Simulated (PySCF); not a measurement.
Ge(Br)(NH2)3, H6BrGeN3, SMILES [NH2][Ge]([NH2])([NH2])[Br], singlet (PBE0/def2-SVP optimised geometry):

```
11

N     -1.047    -1.218    -1.479
Ge    -0.449    -0.355     0.000
N     -1.050    -1.215     1.480
N      1.366    -0.355     0.000
Br    -1.239     1.866     0.000
H     -1.882    -0.828    -1.907
H     -0.325    -1.334    -2.186
H     -1.316    -0.617     2.257
H     -1.804    -1.866     1.277
H      1.804     0.496    -0.341
H      1.758    -0.599     0.906
```

Level of theory: PBE0/def2-TZVP in PySCF.

Problem. What are the frontier orbital energies and the dipole moment?

Solution. HOMO-2 -7.67 eV, HOMO-1 -7.67 eV, HOMO -7.59 eV, LUMO -0.02 eV, LUMO+1 0.98 eV; dipole moment 0.57 D.

On the same geometry PBE/def2-TZVP (PySCF 2.14.0) gives HOMO-2 -6.25 eV, HOMO-1 -6.25 eV, HOMO -6.18 eV, LUMO -0.94 eV, LUMO+1 0.11 eV; dipole moment 0.68 D.

Meta-Löwdin charges at PBE0/def2-TZVP: N1 -0.72, Ge2 1.06, N3 -0.72, N4 -0.72, Br5 -0.36, H6 0.24, H7 0.24, H8 0.24, H9 0.24, H10 0.24, H11 0.24.
